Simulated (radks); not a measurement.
The numbers below are computed, except where a source is named.
Q: Ne2+, configuration [He] 2s2 2p4 (the NIST ground configuration). Level of theory: non-relativistic Kohn-Sham, LB94 model potential, spin-polarised, spherical densities, point nucleus; open shells are filled with parallel spins first (a radial shooting solver on a logarithmic mesh with Libxc functionals). Some entries of the table are withheld. Estimate them.

orbital  occ.  eigenvalue (hartree)  r(max) (bohr)
1s down     1             -33.57875            (1)
1s up       1             -33.53018            (2)
2s up       1              -3.27215         0.6606
2s down     1              -3.11483         0.6651
2p up       3              -2.44462         0.5730
2p down     1              -2.30207         0.5735

A: 
(1) 1s down r(max) (bohr): 0.1030
(2) 1s up r(max) (bohr): 0.1030
